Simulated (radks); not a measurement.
Hg XXXI, configuration [Kr] 4d10 4f4. Calculated with a radial shooting solver on a logarithmic mesh with Libxc functionals: scalar-relativistic Kohn-Sham, r2SCAN, spin-polarised, spherical densities, finite nucleus; open shells are filled with parallel spins first (spin-orbit coupling, left out, can overturn this in heavy ions); meta-GGA in the generalised Kohn-Sham scheme; Fermi nuclear charge, rms radius 5.4648 fm.

Normalised radial functions P(r) = r R(r), r in bohr:

```
   r/bohr * 4p down (the largest magnitude, 1.8, reaches the edge; | marks zero)
 0.001463                             *
 0.002114                             *
  0.00303                             |*
 0.004378                             |*
 0.006326                             | *
 0.009067                             |  *
   0.0131                             |    *
  0.01878                             |       *
  0.02713                             |          *
  0.03889                             |           *
  0.05618                             |      *
  0.08118                         *   |
   0.1164              *              |
   0.1681                *            |
    0.241                             |       *
   0.3482                             |                          *
    0.499                             |                     *
    0.721                             |      *
    1.042                             |*
```

4p down: eigenvalue -1546.7 eV, 2 radial nodes at r = 0.0723, 0.214 bohr, <r> = 0.401 bohr, 90 % of the charge inside 0.575 bohr.
